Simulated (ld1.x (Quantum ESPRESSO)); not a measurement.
N (Z = 7), TM: configuration errors across variants

nitrogen, norm-conserving Troullier–Martins (Kleinman–Bylander form), made with ld1.x (Quantum ESPRESSO) 7.5 (PBE, scalar-relativistic). Core [He], reference 2s2 2p2 (charge +1). Waves: 2s (bound): rc 0.75 bohr; 2p (bound): rc 1.20 bohr; 3d channel at 0.05 Ry: rc 1.20 bohr. Local part: all-electron potential smoothed inside 0.70 bohr (lloc = -1). Core correction: none.

All-electron excitation energies from the reference (eV): (1) 2s2 2p3 -13.591; (2) 2s2 2p1 28.854; (3) 2s2 2p0 75.936; (4) 2s2 2p3.3 -15.210; (5) 2s2 2p2.5 -8.498; (6) 2s1 2p4 -2.084; (7) 2s1 2p0 153.755.

Errors AE − PS in meV (a dash: test not solved or not reliable):

```tsv
change	(1)	(2)	(3)	(4)	(5)	(6)	(7)	bound ghosts
base	+7.7	+39	+335	+9.5	+3.2	+35	+654	none
local potential all-electron potential smoothed inside 0.46 bohr (lloc = -1)	+8.1	+41	+346	+10	+3.4	+36	+668	none
local potential all-electron potential smoothed inside 0.64 bohr (lloc = -1)	+7.7	+39	+335	+9.5	+3.2	+35	+655	none
local potential all-electron potential smoothed inside 0.72 bohr (lloc = -1)	+7.7	+39	+334	+9.5	+3.2	+35	+654	none
local potential all-electron potential smoothed inside 0.88 bohr (lloc = -1)	+7.5	+38	+332	+9.3	+3.2	+35	+651	none
local potential all-electron potential smoothed inside 1.02 bohr (lloc = -1)	+7.2	+38	+329	+8.8	+3.1	+35	+647	none
local potential all-electron potential smoothed inside 1.26 bohr (lloc = -1)	+5.9	+35	+320	+7.0	+2.7	+34	+635	none
local potential all-electron potential smoothed inside 1.40 bohr (lloc = -1)	+4.3	+32	+308	+4.6	+2.2	+32	+620	none
```

Task: Give the same row for: local potential all-electron potential smoothed inside 1.08 bohr (lloc = -1).

Result: +7.0, +37, +328, +8.6, +3.0, +35, +645; bound ghosts: none.
